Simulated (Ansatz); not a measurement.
CH3ClF2Si, SMILES `C[Si](F)(F)Cl`, charge 0, multiplicity 1.

Task: Give a relaxed structure at PBE0-D4/def2-TZVP (the Gaussian-basis code of Ansatz). (Estimate.)

Result: Computed: 
Z-matrix (Å, degrees):
```
C
Si 1 1.832
H 1 1.092 2 110.4
H 1 1.092 2 110.1 3 120.0
H 1 1.092 2 110.4 3 -120.0
F 2 1.582 1 111.0 3 -179.3
F 2 1.582 1 111.0 3 -61.0
Cl 2 2.029 1 112.6 3 59.8
```
Point group Cs.
